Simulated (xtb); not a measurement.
C₃H₇O₂, doublet, at a GFN2-xTB geometry, atoms displaced at random by about 0.05 Å a coordinate. Base run: GFN2-xTB (xtb).

The xtb input:
```
$ xtb mol.xyz --gfn 2 --uhf 1 --opt --json

# file mol.xyz
12

C      1.50744030     0.15652390     0.13214285
C     -0.00622155     0.56663413    -0.13386614
O     -0.34642180     1.48207990     0.72866019
C     -0.75564438    -0.77452573    -0.05163137
O     -0.60898779    -1.64968615    -0.89222129
H      2.12479124     1.04007712    -0.10859544
H      1.73757599    -0.11066299     1.10231761
H      1.74624693    -0.64217586    -0.64282948
H     -0.13471724     0.88566251    -1.19163772
H      0.24585581     2.23370417     0.79183484
H     -0.76358142    -1.10703479     0.99047214
H     -1.89036734    -0.39828968    -0.06788234
```

The base run was repeated with changes; each row names its change, and settings that it needs were set with it.

```
change               ΔE vs base (mEh)  optimiser steps
-------------------  ----------------  ---------------
base                            0.000                8
engine = lbfgs                  0.000                -
alpb = ch2cl2                 -10.848                8
opt level = sloppy              0.012                6
opt level = lax                 0.004                7
alpb = chcl3                  -12.680                8
opt level = tight              -0.006               12
opt level = crude               0.047                5
opt level = extreme            -0.007               17
opt level = loose               0.012                6
```
